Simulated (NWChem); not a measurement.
System: CHO2, doublet; SMILES [C](=O)O

```xyz
4

O     -0.1389     1.1705     0.0000
C      0.4258     0.1154     0.0000
O     -0.0501    -1.1217     0.0000
H     -1.0426    -1.0834     0.0000
```
Atoms are numbered in this order, from 1.

All runs: NWChem. Spin-unrestricted. In the optimisation the excess spin sits in a' (Cs, its own frame). Geometry: optimised at PBE-D3(BJ)/def2-SVP, spin-unrestricted. No stability test was run on the SCF state.

For level revPBE/def2-SVP:

```
Quantity                                                     Result
-----------------------------------------------------------  ------
highest occupied level (eV)                                   -5.29
lowest empty minus highest occupied level, either spin (eV)    1.86
```

Q: What are these values for level TPSS/def2-SVP?

A: The highest occupied level (eV) is -5.54 and the lowest empty minus highest occupied level, either spin (eV) is 2.20.
